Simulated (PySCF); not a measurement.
B(F)2(OAc) (C2H3BF2O2), SMILES CC(=O)OB(F)F. Atoms are numbered in the order given.

```xyz
10

B      0.7202     0.2339     0.9612
F      0.3205    -0.7820     1.6986
F      1.5415     1.1251     1.4854
O      0.3847     0.3742    -0.3608
C     -0.7496    -0.1638    -0.9257
C     -0.5994    -0.2957    -2.4143
O     -1.7124    -0.4403    -0.2755
H     -1.5300    -0.6810    -2.8468
H      0.2368    -0.9752    -2.6390
H     -0.3507     0.6850    -2.8463
```
Charge 0, spin multiplicity 1.

Coordinates come from a ωB97X-D3(BJ)/def2-SVP optimisation. The values are those of a single conformer.

These are PBE/pcSseg-1 in PySCF values and carry that method's errors.

GIAO shieldings, no solvent; atoms alike by connectivity are averaged. δ = σ(ref) − σ: ¹¹B against BF3 (σ = 83.9 ppm); ¹⁹F against CFCl3 (σ = 133.6 ppm); ¹⁷O against H2O (σ = 334.3 ppm); ¹³C against TMS (σ = 182.0 ppm); ¹H against TMS (σ = 31.49 ppm), references at their B3LYP-D3(BJ)/def2-TZVP geometries, non-relativistic.

```csv
nucleus,atoms,count,δ (ppm)
¹¹B,B1,1,1.4
¹⁹F,"F2, F3",2,-138.5
¹⁷O,O7,1,500.1
¹⁷O,O4,1,252.1
¹³C,C5,1,170.4
¹³C,C6,1,25.1
¹H,"H8, H9, H10",3,2.38
```
